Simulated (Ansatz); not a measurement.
Start from `[NH2][Mg][O][SiH3]` and change one atom or group to get `[SiH3][O][Mg][SH]`.

Ansatz, PBE0-D4/def2-TZVP geometries, multiplicity 1. Each molecule was computed in one conformer, which needn't be the lowest.

| property | `[NH2][Mg][O][SiH3]` |
| --- | --- |
| HOMO–LUMO gap (PBE/def2-TZVPP) / eV | 3.30 |
| HOMO energy (B3LYP/def2-TZVPP) / eV | -6.35 |
| size of the dipole moment (PBE/def2-TZVPP) / D | 2.36 |
| LUMO energy (ωB97M-V/def2-TZVPP) / eV | 0.04 |
| LUMO energy (PBE/def2-TZVPP) / eV | -1.94 |
| HOMO–LUMO gap (B3LYP/def2-TZVPP) / eV | 4.85 |

(1) Give the same properties after the change, and the shifts. (Best estimate.)

Answers

(1) The calculation gave: 
```
                                      property  `[SiH3][O][Mg][SH]`  shift
           HOMO–LUMO gap (PBE/def2-TZVPP) / eV                 3.92   0.62
           HOMO energy (B3LYP/def2-TZVPP) / eV                -7.12  -0.77
size of the dipole moment (PBE/def2-TZVPP) / D                 0.95  -1.41
         LUMO energy (ωB97M-V/def2-TZVPP) / eV                -0.22  -0.26
             LUMO energy (PBE/def2-TZVPP) / eV                -2.28  -0.34
         HOMO–LUMO gap (B3LYP/def2-TZVPP) / eV                 5.29   0.44
```

With PBE0 the HOMO falls by 0.80 eV and the LUMO falls by 0.35 eV, so the gap widens by about 0.45 eV. PBE moves the HOMO by -0.96 eV and ωB97M-V by -0.57 eV. Dipoles are sizes alone; their direction can turn.

B3LYP here is the variant with VWN-RPA as its local correlation; programs differ in this.
